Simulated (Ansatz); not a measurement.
`[CH3][GaH][CH2]O` at its PBE0-D4/def2-TZVP geometry, where that method's forces vanish. The species carries charge 0 and has multiplicity 1.

```xyz
11

C     1.3517   -0.5408    1.0443
Ga    0.3256   -0.6605   -0.6346
C    -1.2092    0.5789   -0.9114
O    -1.3258    1.6297    0.0412
H     1.2713    0.4466    1.5034
H     0.9720   -1.2773    1.7604
H     2.4072   -0.7673    0.8821
H     0.6748   -1.7403   -1.7290
H    -2.1483    0.0085   -0.9913
H    -1.0863    1.0615   -1.8866
H    -1.2331    1.2609    0.9215
```

(1) What forces (eV/Å) does B3LYP-D4/def2-TZVPP give on these atoms in Ansatz 0.2.0? (Estimate.)

## Answers

(1) Ansatz gave: 
```
C1   0.127  0.015  0.190
Ga2  0.040 -0.127 -0.130
C3  -0.138 -0.136 -0.364
O4  -0.020  0.201  0.230
H5   0.005 -0.055 -0.020
H6   0.018  0.036 -0.031
H7  -0.051  0.014  0.013
H8  -0.003  0.003  0.003
H9   0.045  0.026  0.002
H10 -0.013 -0.027  0.051
H11 -0.011  0.050  0.054
```

B3LYP here is the variant with VWN-RPA as its local correlation; programs differ in this.
